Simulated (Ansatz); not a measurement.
Molecule: C₂H₅BCl (charge 0, doublet). It need not be the lowest isomer of its formula. SMILES: [CH2]B(C)Cl
Geometry from a B3LYP-D3(BJ)/def2-TZVP (Ansatz, a program for electronic structure) optimisation:
```xyz
9

B      0.0154    -0.3984    -0.1940
Cl     0.1174     1.2086     0.5786
C      1.3311    -1.0547    -0.5910
C     -1.4006    -1.0211    -0.4106
H      1.3676    -2.0300    -1.0658
H      2.2960    -0.5899    -0.4238
H     -1.9270    -1.1181     0.5442
H     -2.0211    -0.3589    -1.0226
H     -1.3716    -2.0019    -0.8876
```
Charge 0, spin multiplicity 2.

Parts of the frozen-core correlation energy in cc-pV(T+d)Z (Ansatz, hartree). Frozen orbitals: 8; correlated occupied orbitals by spin: 12 and 11; virtual: 179 and 180. Open shells are spin-unrestricted. No spin-orbit coupling. No relativistic terms.

| term | value |
|---|---|
| reference (HF) | -562.91154 |
| MP2 opposite-spin | (withheld) |
| MP2 same-spin | -0.13841 |
| CCSD correlation | (withheld) |
| (T) | (withheld) |
| T1 diagnostic | 0.012 |
| largest doubles amplitude | 0.022 |
| <S^2> of the reference | 0.759 |

Question: Complete the blanks.

Answer: 
- MP2 opposite-spin, value: -0.46651
- CCSD correlation, value: -0.65576
- (T), value: -0.02610
